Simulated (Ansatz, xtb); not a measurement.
Relaxing a trial structure of C2H8AlBS

The starting geometry of this gas-phase singlet was built from a drawn formula by distance geometry and a force field; its bonds are those of `B[C@@H](S)[AlH][CH3]`.

| atom | x (Å) | y (Å) | z (Å) |
| --- | --- | --- | --- |
| C | -0.5588 | 1.4665 | 0.6226 |
| C | -3.1853 | -0.6340 | 1.3039 |
| Al | -2.5134 | 1.0074 | 0.4627 |
| B | -0.1777 | 1.6141 | 2.2007 |
| S | 0.4228 | 0.1575 | -0.1004 |
| H | -0.3265 | 0.6754 | 2.8945 |
| H | 0.2211 | 2.5926 | 2.6312 |
| H | -0.3277 | 2.4151 | 0.1268 |
| H | -0.0165 | 0.4656 | -1.4047 |
| H | -3.4598 | 2.0178 | -0.2920 |
| H | -4.2785 | -0.6730 | 1.1005 |
| H | -2.6705 | -1.5052 | 0.8180 |
| H | -3.0410 | -0.6063 | 2.3856 |

Question: Where would you expect an optimisation with r2SCAN-D4/def2-SVP to take it?

Answer: A new bond forms, giving a structure given below by its coordinates. Contacts that close: Al3–S5 (3.11 → 2.45 Å).

The energy falls by 1.09 eV over 20 steps:

```tsv
step	E − E(last) (eV)
1	1.090
3	0.400
5	0.171
7	0.069
9	0.022
12	0.005
14	0.002
16	0.000
18	0.000
20	0.000
```

Final geometry (Å):

```yaml
atoms:
  - { symbol: C, position_ang: [-0.3416, 1.6099, 0.6866] }
  - { symbol: C, position_ang: [-3.1028, -0.4611, 1.5116] }
  - { symbol: Al, position_ang: [-2.2411, 0.8790, 0.3854] }
  - { symbol: B, position_ang: [-0.2660, 1.3045, 2.1441] }
  - { symbol: S, position_ang: [-0.0547, 0.2386, -0.5226] }
  - { symbol: H, position_ang: [-0.2128, 0.1684, 2.5586] }
  - { symbol: H, position_ang: [-0.3508, 2.2296, 2.9199] }
  - { symbol: H, position_ang: [-0.1718, 2.6010, 0.2508] }
  - { symbol: H, position_ang: [-0.3339, 0.9136, -1.6658] }
  - { symbol: H, position_ang: [-2.9649, 1.7107, -0.7594] }
  - { symbol: H, position_ang: [-3.9166, -0.9684, 0.9664] }
  - { symbol: H, position_ang: [-2.4001, -1.2316, 1.8661] }
  - { symbol: H, position_ang: [-3.5546, -0.0009, 2.4076] }
```

From the same start GFN2-xTB reaches the same bonding as this run.

No frequencies were run, so the end isn't proven a minimum. Run with Ansatz 0.2.0, 30 s on 2 threads of Intel(R) Xeon(R) 6975P-C (Granite Rapids), on a shared host.
